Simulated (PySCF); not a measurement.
Gas-phase reaction: 3 HfI4 + 2 O3 ⇌ 3 HfO2 + 6 I2

Method: PySCF energies plus ideal-gas RRHO corrections (1 bar). † marks an energy on the PBE0/def2-TZVP geometry and frequencies; other levels use their own. MP2 and CCSD(T) freeze the core. All species are closed-shell singlets. B3LYP is the form with VWN-RPA correlation. Hf, I: scalar-relativistic def2 core potential, no spin-orbit coupling. MP2 isn't extrapolated to the basis-set limit; its ΔH°(298 K) is 628.5 kJ in def2-SVP and 721.8 kJ in def2-TZVPP. CCSD(T) isn't extrapolated to the basis-set limit. The harmonic model lacks anharmonicity and excited electronic states, which grow with temperature; levels with a mode under 35 cm⁻¹ are left out. Strong static correlation: O3. Soft modes under 120 cm⁻¹ make the harmonic entropy rough for HfI4. Warning, large T1 diagnostic: HfO2, O3 (CCSD(T)/def2-SVP†).

```tsv
level	ΔE electronic, kJ	ΔH°(298 K), kJ	ΔS°(298 K), J/K	ΔG°(1400 K), kJ
B3LYP/def2-TZVP†	435	414	555	-325
BLYP/def2-TZVP†	366	346	555	-393
CCSD(T)/def2-SVP†	678	657	555	-81
M06-2X/def2-TZVP†	601	580	555	-158
MP2/def2-SVP†	649	628	555	-110
MP2/def2-TZVPP†	743	722	555	-17
PBE/def2-TZVP†	528	507	555	-232
PBE0/def2-QZVP†	538	518	555	-221
PBE0/def2-TZVP	580	559	555	-180
ωB97M-V/def2-TZVP†	580	559	555	-180
ωB97X-V/def2-TZVP†	599	578	555	-161
```
ΔH° is lowest at BLYP/def2-TZVP† and highest at MP2/def2-TZVPP†. No reference value is set beside these.
